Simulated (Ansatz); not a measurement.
Ideal-gas functions of `[SnH3][C]1=CO1` at 298.15 K and 1 bar, from an Ansatz frequency run at PBE0-D4/def2-TZVP.

Molar mass 162.76 g/mol, point group C1 (symmetry number 1), electronic degeneracy 1, moments of inertia 27.18, 278.707, 293.87 u Å². Harmonic wavenumbers (cm⁻¹, unscaled): 74, 95, 130, 287, 459, 496, 512, 683, 704, 718, 908, 1116, 1344, 1698, 1954, 1963, 1978, 3188.

Use S(trans) = R[1.5 ln M + 2.5 ln T − 1.1517]; rotational temperatures θ = 24.2544 K / I; S(rot) = R[ln(√π/σ · √(T³/θAθBθC)) + 1.5]; for each mode x = 1.438777 ν̃/T, S = R[x/(eˣ − 1) − ln(1 − e⁻ˣ)] and H = RT x/(eˣ − 1); 1 cm⁻¹ = 0.0119627 kJ/mol; R = 8.31446 J/(mol·K).

Question: By hand: the entropy, in J/(mol·K).

Answer: Translation 172.4. Rotation: θ = 0.8924, 0.087, 0.0825 K, giving 109.3. Vibration, mode by mode: 16.92, 14.87, 12.33, 6.24, 3.22, 2.80, 2.63, 1.37, 1.26, 1.19, 0.57, 0.24, 0.10, 0.02, 0.01, 0.01, 0.01, 0.00, in all 63.8. Electronic 0.0. Sum 345.5 J/(mol·K).

Question: By hand: H − E and G − E in kJ/mol, counted from the electronic energy.

Answer: Zero-point energy ½ × 18307 × 0.0119627 = 109.5; thermal vibration 9.9; translation, rotation and pV give 4 RT = 9.9. H − E = 129.3 kJ/mol, and G − E = 129.3 − 298.15 × 345.5/1000 = 26.3 kJ/mol.

Vibration gives 18 % of the entropy, 44.1 J/(mol·K) of it from the modes under 150 cm⁻¹: soft modes count most, and the harmonic formula is weakest for them. The sum counts one conformer and one mirror image; others add a mixing term.
